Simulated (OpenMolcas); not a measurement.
# Ni4+: input and output

Input:

```
&GATEWAY
Coord
1

Ni 0.0 0.0 0.0
Basis=ANO-RCC-VDZP
Group=XYZ
NoMove
AngMom=0.0 0.0 0.0
AMFI
&SEWARD
Relativistic=R04O02
* reference wave functions (RASSCF and RASSI steps not shown): 6 electrons in 5 orbitals (3d)
>>> COPY JOB001 $Project.JobIph
&CASPT2
Multistate=5 1 2 3 4 5
Frozen=2 3
IPEA=0.1
Shift=0.4
MaxIter=60
WThr=0.0 0.3 0.05
PrWF=0.5
NoMix
>>> COPY JOB002 $Project.JobIph
&CASPT2
Multistate=35 1 2 3 4 5 6 7 8 9 10 11 12 13 14 15 16 17 18 19 20 21 22
23 24 25 26 27 28 29 30 31 32 33 34 35
Frozen=2 3
IPEA=0.1
Shift=0.4
MaxIter=60
WThr=0.0 0.3 0.05
PrWF=0.5
NoMix
>>> COPY JOB003 $Project.JobIph
&CASPT2
Multistate=22 1 2 3 4 5 6 7 8 9 10 11 12 13 14 15 16 17 18 19 20 21 22
Frozen=2 3
IPEA=0.1
Shift=0.4
MaxIter=60
WThr=0.0 0.3 0.05
PrWF=0.5
NoMix
```

Launched by
```bash
OMP_NUM_THREADS=1 MOLCAS_MEM=2252 MOLCAS_PROJECT=a pymolcas a.inp > a.log  # once for each step of the input, in one work folder
```

Output, cut to the results:

```
--- CASPT2 ---
Orbital specifications:
      -----------------------

      Symmetry species                           1   2
                                                ag  au
      Frozen orbitals                            2   3
      Inactive orbitals                          1   3
      Active orbitals                            5   0
      Secondary orbitals                         7  13
      Deleted orbitals                           0   0
      Number of basis functions                 15  19
Type of calculation                        MS-CASPT2
      Fock operator                              state-specific
      IPEA shift                                 0.10
      Real shift                                 0.40
      Imaginary shift                            0.00
      The input orbitals will be transformed to quasi-canonical
Reference energy:       -1515.0567728406
      E2 (Non-variational):      -0.2831641257
      Shift correction:          -0.0131931674
      E2 (Variational):          -0.2963572931
      Total energy:           -1515.3531301337
      Residual norm:              0.0000002721
      Reference weight:           0.96807
      Contributions to the CASPT2 correlation energy
      Active & Virtual Only:         -0.0801728290
      One Inactive Excited:          -0.1417640049
      Two Inactive Excited:          -0.0612272917
Reference energy:       -1515.0567728406
      E2 (Non-variational):      -0.2831637484
      Shift correction:          -0.0131932948
      E2 (Variational):          -0.2963570432
      Total energy:           -1515.3531298838
      Residual norm:              0.0000002745
      Reference weight:           0.96807
      Contributions to the CASPT2 correlation energy
      Active & Virtual Only:         -0.0801731407
      One Inactive Excited:          -0.1417634136
      Two Inactive Excited:          -0.0612271941
::    CASPT2 Root  1     Total energy:  -1515.35313013
::    CASPT2 Root  2     Total energy:  -1515.35312988
::    CASPT2 Root  3     Total energy:  -1515.35312978
::    CASPT2 Root  4     Total energy:  -1515.35312978
::    CASPT2 Root  5     Total energy:  -1515.35313014
::    MS-CASPT2 Root  1     Total energy:  -1515.35313072
::    MS-CASPT2 Root  2     Total energy:  -1515.35313044
::    MS-CASPT2 Root  3     Total energy:  -1515.35312968
::    MS-CASPT2 Root  4     Total energy:  -1515.35312961
::    MS-CASPT2 Root  5     Total energy:  -1515.35312926
--- CASPT2 ---
Orbital specifications:
      -----------------------

      Symmetry species                           1   2
                                                ag  au
      Frozen orbitals                            2   3
      Inactive orbitals                          1   3
      Active orbitals                            5   0
      Secondary orbitals                         7  13
      Deleted orbitals                           0   0
      Number of basis functions                 15  19
Type of calculation                        MS-CASPT2
      Fock operator                              state-specific
      IPEA shift                                 0.10
      Real shift                                 0.40
      Imaginary shift                            0.00
      The input orbitals will be transformed to quasi-canonical
Reference energy:       -1514.9244475566
      E2 (Non-variational):      -0.2875690957
      Shift correction:          -0.0134530335
      E2 (Variational):          -0.3010221292
      Total energy:           -1515.2254696858
      Residual norm:              0.0000000837
      Reference weight:           0.96746
      Contributions to the CASPT2 correlation energy
      Active & Virtual Only:         -0.0793461569
      One Inactive Excited:          -0.1530574003
      Two Inactive Excited:          -0.0551655384
Reference energy:       -1514.9244475566
      E2 (Non-variational):      -0.2875508879
      Shift correction:          -0.0134519415
      E2 (Variational):          -0.3010028294
      Total energy:           -1515.2254503861
      Residual norm:              0.0000000821
      Reference weight:           0.96746
      Contributions to the CASPT2 correlation energy
      Active & Virtual Only:         -0.0793385232
      One Inactive Excited:          -0.1530556661
      Two Inactive Excited:          -0.0551566986
::    CASPT2 Root  1     Total energy:  -1515.22546969
::    CASPT2 Root  2     Total energy:  -1515.22545039
::    CASPT2 Root  3     Total energy:  -1515.22542359
::    CASPT2 Root  4     Total energy:  -1515.22542304
::    CASPT2 Root  5     Total energy:  -1515.22544614
::    CASPT2 Root  6     Total energy:  -1515.22546660
::    CASPT2 Root  7     Total energy:  -1515.22539771
::    CASPT2 Root  8     Total energy:  -1515.22545364
::    CASPT2 Root  9     Total energy:  -1515.22544715
::    CASPT2 Root 10     Total energy:  -1515.22546259
::    CASPT2 Root 11     Total energy:  -1515.22541867
::    CASPT2 Root 12     Total energy:  -1515.23203094
::    CASPT2 Root 13     Total energy:  -1515.23203023
::    CASPT2 Root 14     Total energy:  -1515.23203430
::    CASPT2 Root 15     Total energy:  -1515.21872522
::    CASPT2 Root 16     Total energy:  -1515.21883804
::    CASPT2 Root 17     Total energy:  -1515.21871664
::    CASPT2 Root 18     Total energy:  -1515.21887785
::    CASPT2 Root 19     Total energy:  -1515.21889501
::    CASPT2 Root 20     Total energy:  -1515.21887661
::    CASPT2 Root 21     Total energy:  -1515.21869393
::    CASPT2 Root 22     Total energy:  -1515.19637057
::    CASPT2 Root 23     Total energy:  -1515.19636417
::    CASPT2 Root 24     Total energy:  -1515.19638971
::    CASPT2 Root 25     Total energy:  -1515.19636670
::    CASPT2 Root 26     Total energy:  -1515.19644772
::    CASPT2 Root 27     Total energy:  -1515.19654860
::    CASPT2 Root 28     Total energy:  -1515.19645264
::    CASPT2 Root 29     Total energy:  -1515.19636669
...
```

Levels above the lowest, from the spin-orbit matrix with the single-state CASPT2 energies, averaged by term, on its diagonal:

```tsv
Configuration	Term	J	E (cm⁻¹)	Measured (cm⁻¹)	g	Term weight %	Second
3d⁶	⁵D	4	0.0	0.0	1.500	100	
3d⁶	⁵D	3	915	890	1.501	100	
3d⁶	⁵D	2	1540	1490	1.501	100	
3d⁶	⁵D	1	1940	1872	1.501	100	
3d⁶	⁵D	0	2140	2058		100	
3d⁶	³P	2	26270	26153	1.500	99	
3d⁶	³H	6	28480	27111	1.166	100	
3d⁶	³H	5	28900	27578	1.038	97	3 ³G
3d⁶	³P	1	28910	28698	1.499	99	
3d⁶	³H	4	29090	27859	0.872	81	13 ³F
3d⁶	³F	4	30010	29124	1.175	82	16 ³H
3d⁶	³P	0	30250	29640		100	
3d⁶	³F	3	30390	29571	1.074	97	3 ³G
3d⁶	³F	2	30810	29899	0.666	100	
3d⁶	³G	5	35020	33256	1.196	97	3 ³H
3d⁶	³G	4	35860	34062	1.053	94	4 ³F
3d⁶	³G	3	36190	34416	0.759	97	3 ³F
```

Against the 16 measured excited levels shown (Corliss and Sugar, J. Phys. Chem. Ref. Data 10, 197 (1981)) the mean absolute deviation is 810 cm-1; the largest miss in energy is 3d⁶ ³G₄: computed 35860, measured 34062 cm⁻¹ (+5.3 %).

Term energies are means over components that CASPT2 splits; among the terms shown or strongly mixed into the levels shown the widest spread is 44 cm-1 (3d⁶ ³F). Some high roots are left out of the spin-orbit mixing, which shifts the levels that they would mix with. Some levels mix across a computed gap that differs much from the measured one, so their mixing is not that of the real levels. The basis is small and was not contracted for so high a charge. Measured partners are found by configuration, term and J. A level has none where our copy of the source lacks it or the pairing is in doubt (some pairs that miss far off the trend of their configuration count as doubtful), and it then counts in no deviation. Only configurations of the active space appear. The first state left out of the spin-orbit step lies near 53000 cm-1 above the lowest spin-free state of the reference (among the parities and spins computed), and the list stops at four fifths of that energy or lower.

The term weight is that of the spin-free term in the level, not the purity of its configuration.
